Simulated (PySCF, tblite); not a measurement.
Compound: C6H3FNP.
Structure used (GFN2-xTB), in Å, numbered top down from 1:
```xyz
12
C6H3FNP angstrom
N      3.480   -1.322   -0.652
C      2.394   -1.008   -0.458
C      1.062   -0.603   -0.218
C      0.818    0.758   -0.059
C     -0.437    1.283    0.180
C     -1.569    0.488    0.281
C     -1.519   -0.882    0.151
F     -2.688   -1.551    0.269
P     -0.128   -1.888   -0.152
H      1.663    1.430   -0.127
H     -0.544    2.352    0.292
H     -2.533    0.941    0.468
```

Computed, not measured: CAM-B3LYP/def2-SVPD in PySCF (dipole) on a GFN2-xTB geometry, gas phase.

Masses are those of the commonest isotopes; rigid-rotor values at the optimised geometry. 

(1) Give the principal moments of inertia and the rotational constants in GHz.

(2) Classify the top.

(3) What does the inertial defect say?

(4) Where do the levels up to J = 3 lie, in K?

(5) Which lines would a microwave search look for?

(6) Estimate the classical rotational partition function at 50 K, 298.15 K and 500 K.

## Answers

(1) Ia = 171.79, Ib = 478.17, Ic = 649.96 u·Å²; 505379 MHz·u·Å²/I gives 2942, 1057 and 777.6 MHz, that is A = 2.9419, B = 1.0569, C = 0.7776 GHz.

(2) An asymmetric top; Ray's κ = -0.742.

(3) Planar: Δ = Ic − Ia − Ib = 0.00 u·Å². For a rigid frame Δ = −2 Σ m c², so it vanishes when all atoms lie in the ab plane; here none is more than 0.01 Å from it.

(4) Above 0(0,0), as E/k:
J = 1: 1(0,1) 0.088, 1(1,1) 0.179, 1(1,0) 0.192
J = 2: 2(0,2) 0.263, 2(1,2) 0.341, 2(1,1) 0.381, 2(2,1) 0.653, 2(2,0) 0.654
J = 3: 3(0,3) 0.521, 3(1,3) 0.584, 3(1,2) 0.665, 3(2,2) 0.917, 3(2,1) 0.924, 3(3,1) 1.404, 3(3,0) 1.404
The levels of one J sum to (2J + 1)J(J + 1)(A + B + C)/3.

(5) The dipole components are |μa| = 3.26 D, |μb| = 3.28 D, |μc| = 0.00 D; the mirror of this Cs structure is the ab plane, so μc vanishes by symmetry and there are no c-type lines. The squared components, which scale the intensities, stand as 0.99 : 1.00 (a : b). Some lines, for components of 0.1 D or more:

```csv
type,branch,"J(Ka,Kc)",MHz,lower level (cm⁻¹)
b,R,"4(1,3) ← 3(2,2)",2578,0.637
a,R,"2(1,2) ← 1(1,1)",3390,0.124
a,R,"2(1,1) ← 1(1,0)",3948,0.133
a,R,"3(1,2) ← 2(1,1)",5903,0.265
b,R,"5(0,5) ← 4(1,4)",7699,0.631
a,R,"5(4,2) ← 4(4,1)",9236,1.693
b,R,"5(1,5) ← 4(0,4)",9338,0.598
b,Q,"5(3,2) ← 5(2,3)",9497,1.216
a,R,"5(1,4) ← 4(1,3)",9724,0.723
b,R,"3(2,2) ← 2(1,1)",11158,0.265
b,Q,"5(4,1) ← 5(3,2)",14058,1.532
b,Q,"5(4,2) ← 5(3,3)",14109,1.531
b,Q,"4(4,0) ← 4(3,1)",14113,1.222
b,R,"4(2,2) ← 3(1,3)",14658,0.406
b,R,"5(3,2) ← 4(2,3)",19520,0.881
b,R,"5(4,2) ← 4(3,1)",23349,1.222
```

(6) Point group Cs, symmetry number σ = 1; q = (√π/σ)·√((kT/h)³/(ABC)), k/h = 20836.6 MHz/K: 38300 at 50 K, 558000 at 298.15 K, 1210000 at 500 K.

Its GFN2-xTB frequencies are all real (lowest 93 cm⁻¹). No vibrational averaging or centrifugal distortion is included, and the geometry carries the error of its method. Quadrupole hyperfine structure (14N) is left out.
